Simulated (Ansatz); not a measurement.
`[SiH3]N[AsH2]`, charge 0, multiplicity 1.

Q: Give a relaxed structure at PBE0-D4/def2-TZVP (the Gaussian-basis code of Ansatz). (An estimate is asked.)

A: Ansatz gave: 
Z-matrix (Å, degrees):
```
Si
N 1 1.720
H 1 1.487 2 108.3
H 1 1.491 2 112.7 3 120.6
H 1 1.487 2 109.5 3 -120.2
As 2 1.845 1 125.8 3 177.4
H 2 1.006 1 119.8 3 -18.8
H 6 1.528 2 96.8 1 -52.1
H 6 1.533 2 98.4 1 39.9
```
This is one stationary point; other conformers may exist.
